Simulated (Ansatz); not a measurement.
Ansatz (an electronic-structure program) input (B3LYP-D3(BJ)/def2-TZVP):

Ansatz 0.2 input:
```yaml
crystal:
  periodic: [false, false, false]
  atoms:
    - {symbol: C, position_ang: [1.19436928, -1.23983869, -0.97687783]}
    - {symbol: C, position_ang: [0.58112338, -0.55800534, 0.24969902]}
    - {symbol: C, position_ang: [1.55742289, 0.49355212, 0.81896708]}
    - {symbol: C, position_ang: [-0.77412000, 0.04194168, -0.00392411]}
    - {symbol: C, position_ang: [-1.02123302, 0.86804050, -1.22081127]}
    - {symbol: C, position_ang: [-1.68395622, 0.23910443, 1.16070965]}
    - {symbol: H, position_ang: [0.50762633, -1.97018125, -1.40839570]}
    - {symbol: H, position_ang: [1.44782799, -0.51488814, -1.75304410]}
    - {symbol: H, position_ang: [2.11489701, -1.75906943, -0.70303334]}
    - {symbol: H, position_ang: [0.45273997, -1.32445898, 1.02296041]}
    - {symbol: H, position_ang: [1.16263693, 0.95126654, 1.72737877]}
    - {symbol: H, position_ang: [1.73612518, 1.28745749, 0.09009843]}
    - {symbol: H, position_ang: [2.52059447, 0.03819742, 1.06128102]}
    - {symbol: H, position_ang: [-0.56456956, 0.44442501, -2.11636509]}
    - {symbol: H, position_ang: [-2.09149749, 0.98108493, -1.40894526]}
    - {symbol: H, position_ang: [-0.61661704, 1.88815525, -1.11352669]}
    - {symbol: H, position_ang: [-2.73251754, 0.26636642, 0.85163169]}
    - {symbol: H, position_ang: [-1.49254926, 1.19409493, 1.67774703]}
    - {symbol: H, position_ang: [-1.56633489, -0.55121822, 1.90563779]}
basis:
  gaussian:
    orbitals: def2-TZVP
hamiltonian:
  xc: b3lyp
  dispersion: d3bj
magnetization: {spin_polarized: true, initial_magnetization: 1}
phonons: {temperatures: {t_min: 298.15, t_max: 298.15, t_step: 100}}
```

Output:

```
Functional definition: B3LYP
integrals: 0.22 GiB planned
1652 factors; their error is unknown
0.38 GiB of the device are held for the grids
1.63 GiB of device memory are held for the factors and their scratch space
mean field: 2.02 GiB planned
mean field evaluation 1: about -6417.7909 eV, gradient 6.2e1 eV
mean field evaluation 2: about -6403.5225 eV, gradient 7.9e1 eV
mean field evaluation 4: about -6435.8054 eV, gradient 4.8e0 eV
mean field evaluation 8: about -6435.9056 eV, gradient 7.2e-2 eV
mean field evaluation 16: about -6435.8638 eV, gradient 6.8e-4 eV
mean field -6435.86384623 eV, -236.5136339639 hartree, gradient 3.5e-5 eV, S^2 0.754111; 0 other end points of the search recorded, 0 dependent functions left out
the calculation of the forces begins
reference -6435.86417793 eV, -236.5136461537 hartree; 25, 24 occupied and 239, 240 virtual orbitals, 1652 factors
these checks for a lower state are left out or cut short: stability, starts, cluster_reference, orbital_swaps, neighbouring_geometries, increment
integrals: 0.22 GiB planned
1652 factors; their error is unknown
0.38 GiB of the device are held for the grids
1.63 GiB of device memory are held for the factors and their scratch space
mean field: 2.02 GiB planned
mean field -6435.86372052 eV, -236.5136293441 hartree, gradient 1.5e-6 eV, S^2 0.754112; 0 other end points of the search recorded, 0 dependent functions left out
the calculation of the forces begins
reference -6435.86405222 eV, -236.5136415338 hartree; 25, 24 occupied and 239, 240 virtual orbitals, 1652 factors
these checks for a lower state are left out or cut short: stability, starts, cluster_reference, orbital_swaps, neighbouring_geometries, increment
integrals: 0.22 GiB planned
1652 factors; their error is unknown
0.38 GiB of the device are held for the grids
1.63 GiB of device memory are held for the factors and their scratch space
mean field: 2.02 GiB planned
mean field evaluation 32: about -6435.8636 eV, gradient 8.9e-7 eV
mean field -6435.86363642 eV, -236.5136262533 hartree, gradient 1.5e-6 eV, S^2 0.754111; 0 other end points of the search recorded, 0 dependent functions left out
the calculation of the forces begins
reference -6435.86396812 eV, -236.5136384430 hartree; 25, 24 occupied and 239, 240 virtual orbitals, 1652 factors
these checks for a lower state are left out or cut short: stability, starts, cluster_reference, orbital_swaps, neighbouring_geometries, increment
integrals: 0.22 GiB planned
1652 factors; their error is unknown
0.38 GiB of the device are held for the grids
1.63 GiB of device memory are held for the factors and their scratch space
mean field: 2.02 GiB planned
mean field -6435.86362175 eV, -236.5136257142 hartree, gradient 1.5e-6 eV, S^2 0.754111; 0 other end points of the search recorded, 0 dependent functions left out
the calculation of the forces begins
reference -6435.86395348 eV, -236.5136379051 hartree; 25, 24 occupied and 239, 240 virtual orbitals, 1652 factors
these checks for a lower state are left out or cut short: stability, starts, cluster_reference, orbital_swaps, neighbouring_geometries, increment
integrals: 0.22 GiB planned
1652 factors; their error is unknown
0.38 GiB of the device are held for the grids
1.63 GiB of device memory are held for the factors and their scratch space
mean field: 2.02 GiB planned
mean field -6435.86374085 eV, -236.5136300913 hartree, gradient 1.5e-6 eV, S^2 0.754111; 0 other end points of the search recorded, 0 dependent functions left out
[...]
integrals: 0.22 GiB planned
1652 factors; their error is unknown
0.38 GiB of the device are held for the grids
1.63 GiB of device memory are held for the factors and their scratch space
mean field: 2.02 GiB planned
mean field -6435.86378908 eV, -236.5136318636 hartree, gradient 1.5e-6 eV, S^2 0.754115; 0 other end points of the search recorded, 0 dependent functions left out
the calculation of the forces begins
reference -6435.86412078 eV, -236.5136440532 hartree; 25, 24 occupied and 239, 240 virtual orbitals, 1652 factors
these checks for a lower state are left out or cut short: stability, starts, cluster_reference, orbital_swaps, neighbouring_geometries, increment
integrals: 0.22 GiB planned
1652 factors; their error is unknown
0.38 GiB of the device are held for the grids
1.63 GiB of device memory are held for the factors and their scratch space
mean field: 2.02 GiB planned
mean field -6435.86375690 eV, -236.5136306811 hartree, gradient 1.5e-6 eV, S^2 0.754107; 0 other end points of the search recorded, 0 dependent functions left out
the calculation of the forces begins
reference -6435.86408861 eV, -236.5136428710 hartree; 25, 24 occupied and 239, 240 virtual orbitals, 1652 factors
these checks for a lower state are left out or cut short: stability, starts, cluster_reference, orbital_swaps, neighbouring_geometries, increment
integrals: 0.22 GiB planned
1652 factors; their error is unknown
0.38 GiB of the device are held for the grids
1.63 GiB of device memory are held for the factors and their scratch space
mean field: 2.02 GiB planned
mean field evaluation 768: about -6435.8639 eV, gradient 1.5e-6 eV
mean field -6435.86385139 eV, -236.5136341535 hartree, gradient 1.5e-6 eV, S^2 0.754113; 0 other end points of the search recorded, 0 dependent functions left out
the calculation of the forces begins
reference -6435.86418311 eV, -236.5136463440 hartree; 25, 24 occupied and 239, 240 virtual orbitals, 1652 factors
these checks for a lower state are left out or cut short: stability, starts, cluster_reference, orbital_swaps, neighbouring_geometries, increment
integrals: 0.22 GiB planned
1652 factors; their error is unknown
0.38 GiB of the device are held for the grids
1.63 GiB of device memory are held for the factors and their scratch space
mean field: 2.02 GiB planned
mean field -6435.86377977 eV, -236.5136315214 hartree, gradient 1.5e-6 eV, S^2 0.754109; 0 other end points of the search recorded, 0 dependent functions left out
the calculation of the forces begins
reference -6435.86411145 eV, -236.5136437104 hartree; 25, 24 occupied and 239, 240 virtual orbitals, 1652 factors
these checks for a lower state are left out or cut short: stability, starts, cluster_reference, orbital_swaps, neighbouring_geometries, increment
integrals: 0.22 GiB planned
1652 factors; their error is unknown
0.38 GiB of the device are held for the grids
1.63 GiB of device memory are held for the factors and their scratch space
mean field: 2.02 GiB planned
mean field -6435.86379846 eV, -236.5136322081 hartree, gradient 1.5e-6 eV, S^2 0.754111; 0 other end points of the search recorded, 0 dependent functions left out
the calculation of the forces begins
reference -6435.86413015 eV, -236.5136443978 hartree; 25, 24 occupied and 239, 240 virtual orbitals, 1652 factors
these checks for a lower state are left out or cut short: stability, starts, cluster_reference, orbital_swaps, neighbouring_geometries, increment
integrals: 0.22 GiB planned
1652 factors; their error is unknown
0.38 GiB of the device are held for the grids
1.63 GiB of device memory are held for the factors and their scratch space
mean field: 2.02 GiB planned
mean field -6435.86386237 eV, -236.5136345570 hartree, gradient 1.5e-6 eV, S^2 0.754111; 0 other end points of the search recorded, 0 dependent functions left out
the calculation of the forces begins
reference -6435.86419408 eV, -236.5136467469 hartree; 25, 24 occupied and 239, 240 virtual orbitals, 1652 factors
these checks for a lower state are left out or cut short: stability, starts, cluster_reference, orbital_swaps, neighbouring_geometries, increment
integrals: 0.22 GiB planned
1652 factors; their error is unknown
0.38 GiB of the device are held for the grids
1.63 GiB of device memory are held for the factors and their scratch space
mean field: 2.02 GiB planned
mean field -6435.86377496 eV, -236.5136313447 hartree, gradient 1.5e-6 eV, S^2 0.754111; 0 other end points of the search recorded, 0 dependent functions left out
the calculation of the forces begins
reference -6435.86410663 eV, -236.5136435331 hartree; 25, 24 occupied and 239, 240 virtual orbitals, 1652 factors
these checks for a lower state are left out or cut short: stability, starts, cluster_reference, orbital_swaps, neighbouring_geometries, increment
integrals: 0.22 GiB planned
1652 factors; their error is unknown
0.38 GiB of the device are held for the grids
1.63 GiB of device memory are held for the factors and their scratch space
mean field: 2.02 GiB planned
mean field evaluation 800: about -6435.8638 eV, gradient 5.1e-4 eV
mean field -6435.86379705 eV, -236.5136321564 hartree, gradient 1.5e-6 eV, S^2 0.754111; 0 other end points of the search recorded, 0 dependent functions left out
the calculation of the forces begins
reference -6435.86412878 eV, -236.5136443474 hartree; 25, 24 occupied and 239, 240 virtual orbitals, 1652 factors
these checks for a lower state are left out or cut short: stability, starts, cluster_reference, orbital_swaps, neighbouring_geometries, increment
integrals: 0.22 GiB planned
1652 factors; their error is unknown
0.38 GiB of the device are held for the grids
1.63 GiB of device memory are held for the factors and their scratch space
mean field: 2.02 GiB planned
mean field -6435.86382310 eV, -236.5136331137 hartree, gradient 1.5e-6 eV, S^2 0.754112; 0 other end points of the search recorded, 0 dependent functions left out
the calculation of the forces begins
reference -6435.86415482 eV, -236.5136453043 hartree; 25, 24 occupied and 239, 240 virtual orbitals, 1652 factors
these checks for a lower state are left out or cut short: stability, starts, cluster_reference, orbital_swaps, neighbouring_geometries, increment
integrals: 0.22 GiB planned
1652 factors; their error is unknown
0.38 GiB of the device are held for the grids
1.63 GiB of device memory are held for the factors and their scratch space
mean field: 2.02 GiB planned
mean field -6435.86376046 eV, -236.5136308118 hartree, gradient 1.5e-6 eV, S^2 0.754111; 0 other end points of the search recorded, 0 dependent functions left out
the calculation of the forces begins
reference -6435.86409214 eV, -236.5136430007 hartree; 25, 24 occupied and 239, 240 virtual orbitals, 1652 factors
Total energy: -6436.57059221 eV, -236.5396063995 hartree
Atom 0 at     1.194369    -1.239839    -0.976878 Å, force     0.000011     0.000281     0.000537 eV/Å
Atom 1 at     0.581123    -0.558005     0.249699 Å, force    -0.000035    -0.000251     0.000060 eV/Å
Atom 2 at     1.557423     0.493552     0.818967 Å, force     0.000277    -0.000296    -0.000202 eV/Å
Atom 3 at    -0.774120     0.041942    -0.003924 Å, force    -0.000718     0.000027    -0.000744 eV/Å
Atom 4 at    -1.021233     0.868040    -1.220811 Å, force     0.000008    -0.000483     0.000330 eV/Å
Atom 5 at    -1.683956     0.239104     1.160710 Å, force    -0.000000     0.000278    -0.000212 eV/Å
Atom 6 at     0.507626    -1.970181    -1.408396 Å, force    -0.000094     0.000048    -0.000171 eV/Å
Atom 7 at     1.447828    -0.514888    -1.753044 Å, force    -0.000209     0.000324     0.000307 eV/Å
Atom 8 at     2.114897    -1.759069    -0.703033 Å, force    -0.000011    -0.000074     0.000028 eV/Å
Atom 9 at     0.452740    -1.324459     1.022960 Å, force     0.000396     0.000077     0.000035 eV/Å
Atom 10 at     1.162637     0.951267     1.727379 Å, force    -0.000113    -0.000075    -0.000013 eV/Å
Atom 11 at     1.736125     1.287457     0.090098 Å, force     0.000058     0.000067     0.000024 eV/Å
Atom 12 at     2.520594     0.038197     1.061281 Å, force     0.000115     0.000045     0.000008 eV/Å
Atom 13 at    -0.564570     0.444425    -2.116365 Å, force     0.000320    -0.000330    -0.000410 eV/Å
Atom 14 at    -2.091497     0.981085    -1.408945 Å, force    -0.000422     0.000039     0.000114 eV/Å
Atom 15 at    -0.616617     1.888155    -1.113527 Å, force     0.000218     0.000512    -0.000075 eV/Å
Atom 16 at    -2.732518     0.266366     0.851632 Å, force     0.000240     0.000033     0.000057 eV/Å
Atom 17 at    -1.492549     1.194095     1.677747 Å, force     0.000103    -0.000039     0.000179 eV/Å
Atom 18 at    -1.566335    -0.551218     1.905638 Å, force    -0.000145    -0.000181     0.000149 eV/Å
Dipole moment:     0.016876     0.026668     0.024915 e Å
Vibrations: 31.98 107.82 131.32 188.73 223.54 260.31 286.82 329.78 399.16 445.03 513.80 709.96 868.40 926.97 941.00 958.35 965.96 987.81 1050.83 1083.15 1110.70 1175.36 1244.97 1300.65 1332.98 1380.74 1393.54 1397.29 1411.50 1419.31 1470.17 1473.66 1482.67 1488.07 1492.97 1496.70 1505.92 1511.17 2925.75 2931.05 2993.91 3023.61 3030.61 3031.97 3046.56 3078.48 3082.07 3088.74 3093.61 3094.39 3097.30 cm⁻¹, zero-point energy 4.712462 eV
```

It need not be the lowest isomer of its formula.
